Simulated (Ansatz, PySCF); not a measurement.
Gas-phase reaction in SMILES: Cc1cccs1 -> Cc1c[c]cs1 + H atom (the C-H bond at the site shown breaks; other sites are not compared here)
Structures are relaxed separately at B3LYP-D3(BJ)/def2-TZVP in Ansatz (a quantum-chemistry and plane-wave program). Frequencies are from Ansatz or PySCF. Unstable Hartree-Fock reference: Cc1cccs1. Markedly spin-contaminated UHF reference, which strains HF, MP2 and, less, CCSD(T): Cc1c[c]cs1.

Property: bond dissociation energy (0 K, with B3LYP-D3(BJ) harmonic zero-point energies), in eV. Valence correlation only, unless marked. Open shells are spin-unrestricted. No spin-orbit coupling. No relativistic terms. 

```tsv
level	program	bond dissociation energy (eV)
HF/6-31G*	Ansatz	3.68
PBE/def2-TZVPD	Ansatz	4.73
BLYP-D3(BJ)/def2-TZVPD	Ansatz + dftd3	4.77
BHLYP-D3(BJ)/def2-TZVPD	Ansatz + dftd3	4.86
BHLYP/def2-TZVPD	Ansatz	4.84
r2SCANh-D4/def2-TZVPD	Ansatz + dftd4	4.71
r2SCANh/def2-TZVPD	Ansatz	4.71
r2SCAN0/def2-TZVPD	Ansatz	4.72
wB97X-V/def2-TZVPD	Ansatz	4.94
RI-MP2/cc-pV(Q+d)Z	Ansatz	5.60
SCS-MP2/cc-pV(D+d)Z	Ansatz	5.39
CCSD(T)/STO-3G	Ansatz	5.37
CCSD(T)/6-31G	Ansatz	4.48
CCSD(T)/cc-pV(T+d)Z	Ansatz	4.93
```
